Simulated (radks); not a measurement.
Q: The iridium ion Ir59+, 18 electrons, occupied as [Ar] (the NIST ground configuration). Calculated with a radial shooting solver on a logarithmic mesh with Libxc functionals: Dirac Kohn-Sham, LDA (Slater exchange, Perdew-Wang correlation), spin-unpolarised, spherical densities, finite nucleus; Fermi nuclear charge, rms radius 5.4032 fm. Some entries of the table are withheld. Estimate them.

orbital  occ.  eigenvalue (Ry)  <1/r> (bohr^-1)  <r^2> (bohr^2)
1s1/2       2              (1)            92.07       0.0004201
2s1/2       2        -1295.371            22.74        0.006252
2p1/2       2        -1257.959              (2)             (3)
2p3/2       4        -1136.567              (4)             (5)
3s1/2       2        -505.6525            8.998         0.03616
3p1/2       2        -491.4501              (6)             (7)
3p3/2       4        -460.0128              (8)             (9)

A: 
(1) 1s1/2 eigenvalue (Ry): -5908.556
(2) 2p1/2 <1/r> (bohr^-1): 22.66
(3) 2p1/2 <r^2> (bohr^2): 0.004432
(4) 2p3/2 <1/r> (bohr^-1): 18.74
(5) 2p3/2 <r^2> (bohr^2): 0.005571
(6) 3p1/2 <1/r> (bohr^-1): 8.923
(7) 3p1/2 <r^2> (bohr^2): 0.03240
(8) 3p3/2 <1/r> (bohr^-1): 7.863
(9) 3p3/2 <r^2> (bohr^2): 0.03719
